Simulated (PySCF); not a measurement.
Record of a relaxation.

C6H4BrN3.
Numbering: `[Br:1][c:2]1[cH:3][n:4][c:5]2[cH:6][n:7][cH:8][cH:9][n:10]12` (hydrogens: H11 on C3; H12 on C6; H13 on C8; H14 on C9)

Method: PBE0-D3(BJ)/def2-SVP geometry optimisation, gas phase in PySCF; density fitting, grid level 1; the optimiser is geomeTRIC in internal coordinates, started from a GFN2-xTB structure with every atom displaced at random (about 0.01 Å). The frame can shift and turn from step to step; on so coarse a grid that alone can change the energy by a few meV, and forces under 0.02 eV/Å are noise.

Step 0: E = -80766.2387 eV, largest atomic force 3.187 eV/Å
```
atom  x, y, z in Å  |  force x, y, z in eV/Å
Br1     2.354    2.305   -0.386   -0.151  -0.204   0.034
C2      1.608    0.612   -0.160    0.215   1.301  -0.104
C3      2.202   -0.623   -0.059    1.948   0.653  -0.056
N4      1.341   -1.580    0.103   -2.876  -1.365   0.148
C5      0.127   -0.986    0.091    1.243  -0.130   0.185
C6     -1.184   -1.465    0.225    0.680  -0.604   0.036
N7     -2.211   -0.691    0.196   -1.039   0.636  -0.061
C8     -2.017    0.642    0.032   -1.981  -0.097   0.218
C9     -0.808    1.221   -0.076    0.358   0.198  -0.213
N10     0.276    0.399   -0.052    0.130  -0.370  -0.093
H11     3.262   -0.842   -0.073    0.387   0.173  -0.092
H12    -1.339   -2.529    0.361    0.024  -0.485   0.039
H13    -2.959    1.245    0.009    0.837  -0.225  -0.016
H14    -0.658    2.277   -0.218    0.226   0.518  -0.024
```

Step 1: E = -80766.3922 eV, largest atomic force 0.535 eV/Å
```
atom  x, y, z in Å  |  force x, y, z in eV/Å
Br1     1.870    1.842   -0.416    0.076   0.170  -0.026
C2      1.168    0.152   -0.197   -0.106  -0.135   0.032
C3      1.773   -1.094   -0.115   -0.351  -0.265   0.018
N4      0.849   -2.074    0.049    0.454   0.284   0.015
C5     -0.319   -1.455    0.080   -0.139  -0.015  -0.094
C6     -1.639   -1.947    0.215   -0.115   0.097   0.013
N7     -2.691   -1.166    0.198    0.043  -0.204   0.041
C8     -2.499    0.167    0.049    0.311   0.223  -0.017
C9     -1.267    0.749   -0.086   -0.122  -0.026  -0.019
N10    -0.175   -0.073   -0.075    0.041   0.014   0.028
H11     2.843   -1.287   -0.177    0.031  -0.072   0.009
H12    -1.776   -3.027    0.341   -0.007   0.017  -0.017
H13    -3.378    0.814    0.042   -0.125  -0.052   0.001
H14    -1.093    1.819   -0.212    0.007  -0.035   0.017
```

Step 2: E = -80766.3979 eV, largest atomic force 0.200 eV/Å
```
atom  x, y, z in Å  |  force x, y, z in eV/Å
Br1     1.877    1.848   -0.424   -0.014  -0.033   0.002
C2      1.168    0.152   -0.199   -0.050   0.029   0.004
C3      1.770   -1.096   -0.114   -0.046  -0.135   0.051
N4      0.852   -2.071    0.058    0.126   0.139  -0.068
C5     -0.320   -1.455    0.076   -0.069   0.011   0.013
C6     -1.641   -1.946    0.212    0.004   0.011   0.029
N7     -2.690   -1.166    0.201    0.019  -0.061   0.001
C8     -2.494    0.169    0.053    0.005   0.163  -0.009
C9     -1.266    0.752   -0.087   -0.060  -0.066   0.001
N10    -0.174   -0.072   -0.076    0.078  -0.012  -0.026
H11     2.839   -1.299   -0.173    0.004  -0.009   0.004
H12    -1.778   -3.025    0.333    0.003  -0.007  -0.008
H13    -3.385    0.804    0.047   -0.005  -0.026   0.003
H14    -1.091    1.822   -0.210    0.006  -0.003   0.003
```

Step 3: E = -80766.3979 eV, largest atomic force 0.110 eV/Å
```
atom  x, y, z in Å  |  force x, y, z in eV/Å
Br1     1.878    1.846   -0.423   -0.019  -0.035   0.006
C2      1.168    0.150   -0.200    0.016   0.093   0.013
C3      1.773   -1.098   -0.112   -0.030  -0.016  -0.025
N4      0.855   -2.069    0.049   -0.051  -0.059   0.042
C5     -0.320   -1.456    0.071    0.026   0.035  -0.021
C6     -1.641   -1.942    0.213    0.001  -0.047  -0.006
N7     -2.689   -1.162    0.207   -0.036  -0.006   0.002
C8     -2.498    0.175    0.056    0.062  -0.076   0.002
C9     -1.267    0.749   -0.090    0.003   0.110  -0.001
N10    -0.174   -0.074   -0.081   -0.001  -0.020  -0.009
H11     2.842   -1.304   -0.164   -0.011   0.016  -0.005
H12    -1.781   -3.022    0.331   -0.002  -0.009   0.007
H13    -3.392    0.806    0.053    0.035  -0.006   0.000
H14    -1.088    1.817   -0.212    0.005   0.019  -0.005
```

Step 4: E = -80766.3987 eV, largest atomic force 0.044 eV/Å
```
atom  x, y, z in Å  |  force x, y, z in eV/Å
Br1     1.878    1.846   -0.423   -0.005  -0.015   0.002
C2      1.168    0.150   -0.200    0.009   0.039   0.017
C3      1.770   -1.099   -0.112    0.008  -0.011  -0.025
N4      0.852   -2.070    0.049   -0.018  -0.013   0.033
C5     -0.321   -1.455    0.071    0.002  -0.007  -0.015
C6     -1.641   -1.945    0.213    0.013   0.014  -0.013
N7     -2.688   -1.163    0.207   -0.023   0.006   0.001
C8     -2.494    0.174    0.055   -0.013  -0.025   0.002
C9     -1.266    0.753   -0.090   -0.004   0.014   0.009
N10    -0.174   -0.072   -0.081    0.019  -0.024  -0.008
H11     2.839   -1.305   -0.164   -0.002   0.012  -0.005
H12    -1.779   -3.025    0.332    0.001   0.001   0.005
H13    -3.388    0.804    0.053    0.011   0.005   0.001
H14    -1.088    1.821   -0.212    0.002   0.003  -0.003
```

Step 5: E = -80766.3988 eV, largest atomic force 0.048 eV/Å
```
atom  x, y, z in Å  |  force x, y, z in eV/Å
Br1     1.877    1.845   -0.420    0.006   0.003  -0.003
C2      1.169    0.150   -0.198   -0.018  -0.017  -0.012
C3      1.769   -1.100   -0.115    0.002  -0.022   0.035
N4      0.852   -2.071    0.054    0.023   0.014  -0.040
C5     -0.321   -1.455    0.072   -0.011   0.025   0.011
C6     -1.642   -1.943    0.213    0.000  -0.021   0.012
N7     -2.690   -1.162    0.205    0.012   0.000  -0.001
C8     -2.494    0.174    0.054    0.011   0.016  -0.003
C9     -1.265    0.752   -0.089   -0.008   0.000   0.003
N10    -0.173   -0.073   -0.080   -0.014   0.006  -0.003
H11     2.838   -1.304   -0.171    0.004  -0.003   0.003
H12    -1.781   -3.023    0.334    0.001  -0.001  -0.004
H13    -3.385    0.807    0.051   -0.007   0.002   0.000
H14    -1.087    1.821   -0.211   -0.001  -0.003   0.001
```

Step 6: E = -80766.3989 eV, largest atomic force under 0.02 eV/Å
```
atom  x, y, z in Å  |  force x, y, z in eV/Å
Br1     1.880    1.843   -0.421   -0.001   0.003  -0.001
C2      1.168    0.150   -0.199    0.003   0.006  -0.001
C3      1.770   -1.100   -0.114   -0.012  -0.005   0.007
N4      0.851   -2.071    0.051    0.003   0.000  -0.007
C5     -0.322   -1.455    0.071   -0.005   0.000   0.002
C6     -1.642   -1.943    0.213    0.002  -0.001   0.003
N7     -2.690   -1.162    0.206    0.001   0.002   0.001
C8     -2.494    0.175    0.055   -0.001   0.002  -0.001
C9     -1.265    0.753   -0.089   -0.002  -0.002   0.003
N10    -0.174   -0.072   -0.081    0.012  -0.005  -0.004
H11     2.838   -1.306   -0.169    0.000   0.001   0.000
H12    -1.781   -3.023    0.333   -0.001   0.000  -0.001
H13    -3.386    0.807    0.052    0.000   0.001   0.001
H14    -1.087    1.822   -0.211    0.001  -0.001   0.000
```

Task: Summarise the path.

Result: The energy falls by 15.45 kJ/mol from step 0 to step 6; nine tenths of that is first reached at step 1. It falls at every step. The largest force goes from 3.187 to under 0.02 eV/Å. Among the bonds C3–N4 changes most, from 1.298 to 1.347 Å; the atoms move by 0.026 Å rms after alignment.

Task: Follow the three bonds and two angles with the largest change from start to end.

Result: 
```csv
step,E above end (kJ/mol),largest force (eV/Å),C3–N4 (Å),N4–C5 (Å),C8–H13 (Å),N7–C8–H13 (°),N4–C3–H11 (°)
0,15.45,3.187,1.298,1.352,1.118,114.3,120.1
1,0.65,0.535,1.357,1.322,1.091,118.0,123.2
2,0.10,0.200,1.350,1.324,1.094,117.0,122.6
3,0.09,0.110,1.346,1.326,1.094,116.9,122.6
4,0.01,0.044,1.346,1.325,1.093,116.8,122.5
5,0.01,0.048,1.347,1.325,1.093,116.9,122.6
6,0.00,under 0.02,1.347,1.325,1.093,116.9,122.7
```

The cost below is that of the whole optimisation. On an Arm Neoverse N1 with one thread (shared host), this took 3.5 min and 0.78 GiB of memory at its peak.
